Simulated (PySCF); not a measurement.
# Mayer bond orders and bond lengths

Compound: C₆H₁₀O₂Si₂.
SMILES with atom numbers: `[SiH3:1][O:2][c:3]1[cH:4][cH:5][cH:6][cH:7][c:8]1[O:9][SiH3:10]` (hydrogens: H11, H12, H13 on Si1; H14 on C4; H15 on C5; H16 on C6; H17 on C7; H18, H19, H20 on Si10)

Geometry (GFN2-xTB, Å), atoms numbered from 1 in this order:
```
atom  x, y, z in Å
Si1    2.616    1.054    0.262
O2     1.969   -0.437    0.405
C3     0.716   -0.895    0.274
C4     0.469   -2.249    0.464
C5    -0.811   -2.757    0.335
C6    -1.859   -1.914    0.014
C7    -1.626   -0.563   -0.178
C8    -0.349   -0.043   -0.052
O9    -0.063    1.267   -0.228
Si10  -1.002    2.547   -0.606
H11    3.991    0.664    0.560
H12    2.100    1.985    1.263
H13    2.498    1.586   -1.093
H14    1.301   -2.889    0.713
H15   -0.987   -3.811    0.486
H16   -2.861   -2.302   -0.087
H17   -2.436    0.106   -0.429
H18   -2.036    2.734    0.416
H19   -1.642    2.336   -1.908
H20    0.009    3.589   -0.613
```

Bond orders from the PBE0/pcSseg-1 density (PySCF). Isolated species at its GFN2-xTB geometry (one conformer only).

**Question.** Where do the orders between heavy atoms depart from those drawn in the SMILES?

**Answer.** The largest departure is 0.159, at C8–O9 (drawn single, 0.841) and C8–C3 (drawn aromatic, 1.341), counting aromatic bonds as 1.5. Drawn single, order below 0.88: C8–O9 (0.841) and O9–Si10 (0.875). The bonds drawn aromatic range from 1.34 to 1.44.

**Question.** Give the Mayer order of every bond, beside its length.

**Answer.** 
```csv
bond,drawn as,length (Å),Mayer order
Si1–O2,single,1.631,0.905
O2–C3,single,1.340,0.916
C3–C4,aromatic,1.389,1.440
C4–C5,aromatic,1.383,1.426
C5–C6,aromatic,1.382,1.442
C6–C7,aromatic,1.385,1.433
C7–C8,aromatic,1.385,1.424
C8–O9,single,1.352,0.841
O9–Si10,single,1.632,0.875
C8–C3,aromatic,1.403,1.341
Si1–H11,single,1.460,0.935
Si1–H12,single,1.461,0.922
Si1–H13,single,1.461,0.922
C4–H14,single,1.079,0.952
C5–H15,single,1.079,0.962
C6–H16,single,1.079,0.960
C7–H17,single,1.080,0.924
Si10–H18,single,1.465,0.928
Si10–H19,single,1.465,0.928
Si10–H20,single,1.453,0.953
```

Bonds between the same two heavy elements. O–Si: lowest O9–Si10 (0.875, 1.632 Å), highest Si1–O2 (0.905, 1.631 Å). C–O: lowest C8–O9 (0.841, 1.352 Å), highest O2–C3 (0.916, 1.340 Å). C–C: lowest C8–C3 (1.341, 1.403 Å), highest C5–C6 and C3–C4 (1.442, 1.382 Å). Bonds named together lie within 0.004.

**Question.** Sum the orders of all bonds at each heavy atom with more than one neighbour and set the sums beside the valence in the SMILES.

**Answer.** Si1 3.684 (drawn 4), O2 1.821 (drawn 2), C3 3.697 (drawn 4), C4 3.818 (drawn 4), C5 3.830 (drawn 4), C6 3.835 (drawn 4), C7 3.781 (drawn 4), C8 3.606 (drawn 4), O9 1.716 (drawn 2), Si10 3.684 (drawn 4). Orders between atoms that aren't bonded are not in these sums.

Mayer orders depend on the basis set.
